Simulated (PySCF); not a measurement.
Species: C6H7ClF (doublet state).
Cartesian coordinates in Å at the GFN2-xTB level; atoms count from 1:
```
atom  x, y, z in Å
C1     2.5488   -0.3465   -0.5758
C2     1.4180   -0.9167   -0.3207
C3     0.0790   -0.6998    0.1648
C4    -1.0493   -0.6750   -0.8960
C5    -1.6457    0.5582   -0.2130
Cl6   -2.1138    1.8999   -1.2744
C7    -0.3572    0.7524    0.6031
F8     0.4583    1.7301    0.1235
H9     2.7429    0.7132   -0.4024
H10    3.3865   -0.8918   -0.9856
H11   -0.1494   -1.3926    0.9792
H12   -1.6908   -1.5508   -0.9456
H13   -0.6606   -0.4456   -1.8858
H14   -2.5012    0.3375    0.4255
H15   -0.4699    0.9356    1.6757
```

The hyperfine couplings belong to this conformer and change with its torsions.

Identity: `C=[C][C@@H]1C[C@H](Cl)[C@@H]1F` [radical].

Computed with UKS B3LYP, pcH-1 on C Cl F H, non-relativistic, mean-field spin-orbit, GIAO (PySCF 2.14.0). Geometry: GFN2-xTB, one conformer, isolated molecule. The geometry wasn't refined by DFT: couplings that depend on bond lengths, twists or pyramidal angles can differ widely from those at the functional's own minimum. No stability test was run, so a lower SCF solution isn't excluded.

Problem. Where do the isotropic ENDOR lines of C2, C7, C4, C1, C3, F8, H9, H10, H11 and H12 fall at 1219.2 mT, to first order?

Solution. ν± = |νn ± a/2|, one line for each electron-spin manifold; νn = |g_N| × 7.62259 MHz/T × B.

| nuclei | isotope | g_N | νn (MHz) | a_iso (MHz) | lower line (MHz) | upper line (MHz) |
| --- | --- | --- | --- | --- | --- | --- |
| C2 | 13C | 1.4048 | 13.06 | 256.84 | 115.36 | 141.48 |
| C7 | 13C | 1.4048 | 13.06 | 70.31 | 22.10 | 48.21 |
| C4 | 13C | 1.4048 | 13.06 | 16.43 | 4.84 | 21.27 |
| C1 | 13C | 1.4048 | 13.06 | -15.29 | 5.41 | 20.70 |
| C3 | 13C | 1.4048 | 13.06 | 9.25 | 8.43 | 17.68 |
| F8 | 19F | 5.2577 | 48.86 | 2.15 | 47.79 | 49.94 |
| H9 | 1H | 5.5857 | 51.91 | 184.69 | 40.43 | 144.25 |
| H10 | 1H | 5.5857 | 51.91 | 123.04 | 9.61 | 113.43 |
| H11 | 1H | 5.5857 | 51.91 | 39.56 | 32.13 | 71.69 |
| H12 | 1H | 5.5857 | 51.91 | -1.73 | 51.04 | 52.78 |

The rows for 13C, of low natural abundance, apply to labelled samples.

Problem. Which pairs are centred on the nuclear Larmor frequency, and which on half the coupling?

Solution. Centred on νn, since |a| < 2νn: C4, C1, C3, F8, H11 and H12. Centred on |a|/2 and split by 2νn: C2, C7, H9 and H10.

Problem. At what field would the lower line of H11 fall to zero frequency?

Solution. Where νn = |a|/2, that is B = 19.78 MHz/(5.5857 × 7.62259 MHz/T) = 465 mT, as far as first order holds there.

Couplings of abundant isotopes left out: H13 (-1.3 MHz) and Cl6 (0.9 MHz).

The Mulliken spin populations are largest on C2 (+0.97), C1 (-0.16), H9 (+0.09) and C7 (+0.08). No atom but C2 exceeds +0.15. The positive populations add up to 1.22 and the negative ones to -0.22, together 2S = 1.

The run took 1.9 min of wall time (with the writing of density and orbital grids) on one thread of an Arm Neoverse V2, no GPU (shared host), and the process peaked at 0.96 GiB of memory.
